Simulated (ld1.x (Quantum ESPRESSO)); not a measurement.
# What the settings do to the TM potential of F (Z = 9)

Base potential:

ld1.x (Quantum ESPRESSO) 7.5 input, shortened:

```
&input
   title='F', zed=9., rel=2, dft='PZ', iswitch=3,
   config='[He] 2s2 2p5', rel_dist='average'
 /
 &inputp
   pseudotype=2, tm=.true., lloc=-1, rcloc=0.25,
   nlcc=.false.
 /
2
1S  1  0   2.00   0.00  0.30  0.30  0.0
2P  2  1   5.00   0.00  0.95  0.95  0.0
 &test
   configts(1)='1s2 2s2 2p5'
 /
```

Open shells are filled in proportion to 2j + 1 (rel_dist='average').

Occupied shells without a wave of their own: 2s. They enter only through the test configuration that unscreens the potential.

Cutoffs, loose and tight: the cutoffs (Ry, on a coarse ladder) from which the occupation-weighted sum of valence levels, in a spherical-Bessel basis at the reference potential, stays within 10 and 1 mRy of its value at 400 Ry. They do not see the model core or the augmentation charge, which bear on the density cutoff. Test errors are all-electron minus pseudo excitation energies from the reference, over the configurations 1s2 2s2 2p4; 1s2 2s2 2p3; 1s2 2s2 2p2; 1s2 2s2 2p1; 1s2 2s1 2p5; 1s2 2s2 2p4.5; 1s2 2s2 2p5.3. A dash means not determined; rows that change the core or the reference have their own tests.

Cutoffs are not given where the Bessel-basis levels miss the radial ones by over 6 mRy, ghosts where they miss by over 20 mRy; a channel whose overlap is not positive is not tested.

```csv
change,outcome,bound ghosts,largest test error (meV)
base,"generated, misses its reference levels by 0.53 eV",not determined,+578
"all radii scaled by about 0.74 (s 0.22, p 0.70 bohr); local potential all-electron potential smoothed inside 0.18 bohr (lloc = -1)","generated, misses its reference levels by 0.16 eV",not determined,+177
"all radii scaled by about 0.82 (s 0.24, p 0.78 bohr); local potential all-electron potential smoothed inside 0.20 bohr (lloc = -1)","generated, misses its reference levels by 0.23 eV",not determined,+253
"all radii scaled by about 1.06 (s 0.32, p 1.00 bohr); local potential all-electron potential smoothed inside 0.26 bohr (lloc = -1)","generated, misses its reference levels by 0.64 eV",not determined,+700
"all radii scaled by about 1.15 (s 0.34, p 1.10 bohr); local potential all-electron potential smoothed inside 0.30 bohr (lloc = -1)","generated, misses its reference levels by 0.91 eV",not determined,+1033
"all radii scaled by about 1.31 (s 0.40, p 1.24 bohr); local potential all-electron potential smoothed inside 0.32 bohr (lloc = -1)","generated, misses its reference levels by 1.47 eV",not determined,+1623
```

Task: What comes out with this change to the base: all radii scaled by about 1.25 (s 0.38, p 1.18 bohr); local potential all-electron potential smoothed inside 0.32 bohr (lloc = -1)?

Result: outcome: generated, misses its reference levels by 1.27 eV; bound ghosts: not determined; largest test error (meV): +1442.

Task: What comes out with this change to the base: all radii scaled by about 1.39 (s 0.42, p 1.32 bohr); local potential all-electron potential smoothed inside 0.34 bohr (lloc = -1)?

Result: outcome: generated, misses its reference levels by 1.78 eV; bound ghosts: not determined; largest test error (meV): +2182.

Task: What comes out with this change to the base: all radii scaled by about 0.93 (s 0.28, p 0.88 bohr); local potential all-electron potential smoothed inside 0.24 bohr (lloc = -1)?

Result: outcome: generated, misses its reference levels by 0.41 eV; bound ghosts: not determined; largest test error (meV): +449.
